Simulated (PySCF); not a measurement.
Identify the unknown among the candidates.

All candidates are C7H10O.

* Dipole: 2.59 D [PBE0/def2-SVPD]
* Rotational structure: rotational constants A, B, C: 2.940, 1.393, 1.257 GHz [GFN2-xTB]
* 1H NMR: chemical shifts (computed TMS as zero) by class: 3.37 (1 H), 3.29 (2 H), 1.64 (1 H), 1.15 (6 H) ppm [GIAO PBE0/pcSseg-1]
* UV, first state: lowest singlet excitation: 4.37 eV (284 nm, f = 0.002) [TDDFT PBE0/def2-SVPD]
* 13C NMR: chemical shifts (computed TMS as zero) by class: 214.4 (1 C), 83.1 (1 C), 79.0 (1 C), 40.9 (1 C), 36.1 (1 C), 21.8 (2 C) ppm [GIAO PBE0/pcSseg-1]
* UV, strongest line: among the 6 lowest singlet transitions: S3 at 6.44 eV (192 nm, f = 0.029) [TDDFT PBE0/def2-SVPD]

Gas-phase values; electronic properties from PySCF, density fitting. Levels stand in brackets. Isolated species at its GFN2-xTB geometry (one conformer only). NMR classes are plain means over equivalent atoms (diastereotopic ones count apart unless rotation or inversion swaps them), as if these changed places fast.

Question: Which candidate is it?
A. `C#CCC(=O)C(C)C`
B. `C[C@]12C[C@H](C1)[C@@H]2C=O`
C. `O=C1[C@H]2CC[C@@H]1CC2`

Answer: A. It is `C#CCC(=O)C(C)C`. Numbering: `[CH:1]#[C:2][CH2:3][C:4](=[O:5])[CH:6]([CH3:7])[CH3:8]`. Its formula, C7H10O, gives 3 degrees of unsaturation: 0 rings and 3 π bonds in the structure found. 7 carbons fall into 6 classes; from least to most shielded: ketone carbonyl carbon [C4] (214.4 ppm), alkyne carbon [C2] (83.1 ppm), terminal alkyne carbon [C1] (79.0 ppm), sp3 carbon next to a carbonyl [C6] (40.9 ppm), sp3 carbon next to a carbonyl [C3] (36.1 ppm), methyl carbon [C7/C8] (21.8 ppm, 2 C). Hydrogen classes from least to most shielded: 1 H on an sp3 carbon next to a carbonyl, C6 (3.37 ppm), 2 H on an sp3 carbon next to a carbonyl, C3 (3.29 ppm), 1 H on a terminal alkyne carbon, C1 (1.64 ppm), 6 H on 2 methyl carbons, C7/C8 (1.15 ppm, a mean of values up to 0.8 ppm apart in this geometry). S1 is mainly HOMO→LUMO (weight 0.93); the largest Löwdin shares of the orbital it empties are 0.44 on the ketone oxygen, 0.11 on the ketone carbonyl carbon, 0.10 on the terminal alkyne carbon and 0.10 on an sp3 carbon next to a carbonyl, of the orbital it fills 0.37 on the ketone carbonyl carbon, 0.31 on the ketone oxygen, 0.07 on an sp3 carbon next to a carbonyl and 0.04 on the alkyne carbon. The optimised geometry has point group C1 and is an asymmetric top.

The others, at the same levels:
- `C[C@]12C[C@H](C1)[C@@H]2C=O` fails: it has 7 carbon classes against 6; its computed 13C shifts are 212.0 (1 C), 67.5 (1 C), 51.1 (1 C), 49.5 (1 C), 43.0 (1 C), 38.3 (1 C), 18.5 (1 C) ppm, 1H shifts are 10.70 (1 H), 2.92 (1 H), 1.97 (1 H), 1.85 (1 H), 1.58 (3 H), 1.50 (1 H), 1.49 (1 H), 1.45 (1 H) ppm and lowest singlet excitation is 4.05 eV (306 nm, f = 0.000) (against 4.37 eV).
- `O=C1[C@H]2CC[C@@H]1CC2` fails: it has 3 carbon classes against 6; its computed 13C shifts are 217.9 (1 C), 39.9 (2 C), 26.9 (4 C) ppm, 1H shifts are 1.96 (4 H), 1.52 (2 H), 1.45 (4 H) ppm and smallest rotational constant is 2.157 GHz (against 1.257 GHz).

Each candidate is one conformer, not necessarily the lowest. The conformers computed, where there is a choice (atom-mapped SMILES and torsion angles):
- `[CH:1]#[C:2][CH2:3][C:4](=[O:5])[CH:6]([CH3:7])[CH3:8]`: C2–C3–C4–O5 -119°, C3–C4–C6–C7 101°
- `[CH3:1][C@:2]12[CH2:3][C@H:4]([CH2:5]1)[C@@H:6]2[CH:7]=[O:8]`: C4–C6–C7–O8 66°

The conformers of `O=C1[C@H]2CC[C@@H]1CC2` aren't listed.
